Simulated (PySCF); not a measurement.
# How methods differ on the ionisation energy of Cd²⁺

Cd²⁺ [Kr] 4d10 (1S) → Cd³⁺ [Kr] 4d9 (2D), as a difference of total energies. Computed with PySCF 2.14 in def2-TZVPPD with the def2 core potential (28 electrons), with scalar relativity through the core potential. Correlated levels: valence: 4s2 4p6 frozen. The calculations carry no spin-orbit coupling.

Task: Order these methods by the ionisation energy they give, lowest first.
A. SCS-MP2 (valence)
B. MP2 (valence)
C. UHF
D. CCSD(T) (valence)

Result: C (35.947 eV), D (37.616 eV), A (37.647 eV), B (37.865 eV).

The reference lies between the lowest fine-structure levels, while these numbers refer to the centres of the terms.

Errors of the correlated levels include the incompleteness of this basis and the frozen core.

For comparison: 37.468 ± 0.006 eV (measured; NIST Atomic Spectra Database, ionization energies).
